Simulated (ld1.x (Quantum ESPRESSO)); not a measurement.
Scattering properties, PAW potential for Pt

```json
{
  "Element": "platinum",
  "Generator": "ld1.x (Quantum ESPRESSO) 7.5",
  "Type": "PAW",
  "Functional": "PBE",
  "Relativity": "fully relativistic",
  "Frozen core": "[Kr] 4d10 4f14",
  "Valence charge": "18",
  "Reference configuration": "5s2 5p6 5d9 6s1 6p0",
  "Partial waves": "5s (bound): rcut 1.30, rcutus 1.55 bohr; 6s (bound): rcut 1.30, rcutus 1.55 bohr; 5p (bound): rcut 1.70, rcutus 2.00 bohr; 6p (bound, empty): rcut 1.70, rcutus 2.00 bohr; 5d (bound): rcut 1.15, rcutus 1.50 bohr; 5d channel at -0.1 Ry: rcut 1.15, rcutus 1.50 bohr; 5f channel at 0.4 Ry: rcut 1.50, rcutus 1.60 bohr; 5f channel at 1.95 Ry: rcut 1.50, rcutus 1.60 bohr",
  "Local potential": "all-electron potential smoothed inside 1.50 bohr (lloc = -2)",
  "Core correction": "Bessel-smoothed model core inside 0.95 bohr",
  "Augmentation charge": "BG, radius 1.25 bohr"
}
```

Open shells are filled in proportion to 2j + 1 (rel_dist='average').

The phase is arctan(r·u′/u) with u = r·R(r), unwrapped; energies in Ry, scanned from -9 to 5 Ry. A pole is an energy at which the radial function vanishes at the test radius. The pseudo phase is shifted by a multiple of π to meet the all-electron one at the reference energy, and phase errors are pseudo minus all-electron; the curves can meet again beyond the range given. Levels narrower than the energy grid can be missing from the lists of poles.

| channel | radius (bohr) | reference energy (Ry) | poles, all-electron | poles, pseudo | unbroken range about the reference energy with phases within 0.05 rad | phase error 1 Ry above the reference energy (rad) |
| --- | --- | --- | --- | --- | --- | --- |
| s | 2.20 | -0.42 | -7.41, 3.96 | -7.41, 3.73 | the whole range | -0.003 |
| p1/2 | 2.20 | -0.09 | -4.80 | -4.80, 2.97 | -5.0 to 0.7 | -0.116 |
| p3/2 | 2.20 | -0.05 | -3.61 | -3.60, -0.91 | -0.7 to 0.7 | -0.096 |
| d3/2 | 2.20 | -0.51 | 0.33 | 0.33 | the whole range | -0.000 |
| d5/2 | 2.20 | -0.42 | 0.53 | 0.52 | the whole range | -0.000 |
| f5/2 | 2.20 | 0.40 | -5.24 | none | above -5.2 | +0.000 |

The ghost test of this file was not conclusive.

Phases in the d5/2 channel:

```tsv
E (Ry)	all-electron	pseudo
-9.00	1.417	1.417
-8.52	1.413	1.413
-8.04	1.408	1.408
-7.56	1.403	1.403
-7.08	1.397	1.397
-6.60	1.390	1.390
-6.12	1.382	1.382
-5.64	1.373	1.373
-5.16	1.363	1.363
-4.68	1.351	1.351
-4.20	1.337	1.337
-3.72	1.319	1.319
-3.24	1.296	1.296
-2.76	1.263	1.263
-2.28	1.215	1.215
-1.80	1.132	1.132
-1.32	0.948	0.948
-0.84	0.289	0.289
-0.36	-1.043	-1.043
0.12	-1.444	-1.444
0.60	-1.587	-1.587
1.08	-1.668	-1.669
1.56	-1.730	-1.730
2.04	-1.788	-1.789
2.52	-1.854	-1.854
3.00	-1.939	-1.939
3.48	-2.066	-2.067
3.96	-2.291	-2.293
4.44	-2.739	-2.746
4.92	-3.457	-3.466
```
